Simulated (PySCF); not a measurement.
`C#CC[C@H](C)CN`. Method used: CAM-B3LYP/def2-SV(P) geometry optimisation, gas phase in PySCF 2.14.0.

```
atom  x, y, z in Å
C1     3.3859   -0.5063   -0.1794
C2     2.2993   -0.1729   -0.5836
C3     0.9801    0.2374   -1.0667
C4    -0.0486    0.5016    0.0481
C5    -0.3295   -0.7545    0.8675
C6    -1.3310    1.0893   -0.5677
N7    -2.3828    1.4764    0.3508
H8     4.3553   -0.8032    0.1761
H9     1.0955    1.1486   -1.6806
H10    0.5868   -0.5423   -1.7454
H11    0.3791    1.2676    0.7217
H12   -1.0258   -0.5404    1.6952
H13    0.5960   -1.1624    1.3051
H14   -0.7828   -1.5415    0.2368
H15   -1.0603    1.9760   -1.1690
H16   -1.7537    0.3565   -1.2800
H17   -2.7746    0.6774    0.8459
H18   -2.0500    2.1456    1.0446
```

Give the dihedral angles C5–C4–C6–H15, C5–C4–C6–N7, H10–C3–C4–C5.

C5–C4–C6–H15 -178° (antiperiplanar); C5–C4–C6–N7 59° (synclinal); H10–C3–C4–C5 60° (synclinal). Dihedral signs follow IUPAC: positive where, seen along the central bond, the front bond turns clockwise onto the rear one.

What is the longest distance between nuclei?

H8···H17, 7.31 Å; the next longest distance is 7.12 Å.

Work out the bond lengths C3–C4, C3–H9, C4–C5, C4–C6, C5–H13, C6–H16, N7–H17 in pm.

For C3–C4 the difference vector is (-1.0287, 0.2642, 1.1148) Å, of length 1.5397 Å. C3–C4 154.0; C3–H9 110.5; C4–C5 152.6; C4–C6 153.9; C5–H13 110.2; C6–H16 110.6; N7–H17 101.8 pm.

What is the repulsion energy of the bare nuclei, Σ ZA·ZB/RAB?

286.89 Eh over 153 pairs, with full nuclear charges and distances in bohr; the largest single term is 15.79 Eh (C1 with C2).

How far apart are these pairs, which share no bond: C1···H17, C4···H15, C5···H18, N7···H16, H14···H17, H15···H18?

C1···H17 6.356 Å (6 bonds apart); C4···H15 2.163 Å (2 bonds apart); C5···H18 3.377 Å (4 bonds apart); N7···H16 2.076 Å (2 bonds apart); H14···H17 3.043 Å (5 bonds apart); H15···H18 2.431 Å (3 bonds apart).

Where is the centre of mass (commonest isotopes), and what is the radius of gyration?

Mass 97.089 u; centre at (0.244, 0.293, -0.131) Å; Rg = √(Σ m r²/M) = 2.183 Å. As Ia + Ib + Ic = 2 Σ m r², the three principal moments sum to 925.2 u·Å².

What are the angles C1–C2–C3, C2–C3–H10, N7–C6–H16, C4–C6–H15, C6–N7–H17?

From the scalar product of the two bond vectors; for C1–C2–C3 it is -1.7655 Å² over 1.2063 × 1.4636 Å², cos θ = -0.999980. C1–C2–C3 179.6°; C2–C3–H10 109.0°; N7–C6–H16 107.9°; C4–C6–H15 108.7°; C6–N7–H17 112.2°.

Write the matrix of distances between heavy atoms (Å, lower triangle).

```
C1    0.000
C2    1.206  0.000
C3    2.670  1.464  0.000
C4    3.587  2.523  1.540  0.000
C5    3.868  3.059  2.538  1.526  0.000
C6    4.995  3.843  2.513  1.539  2.542  0.000
N7    6.123  5.051  3.854  2.548  3.076  1.449  0.000
```

Stationary, but not proved a minimum. One conformer, not necessarily the lowest.
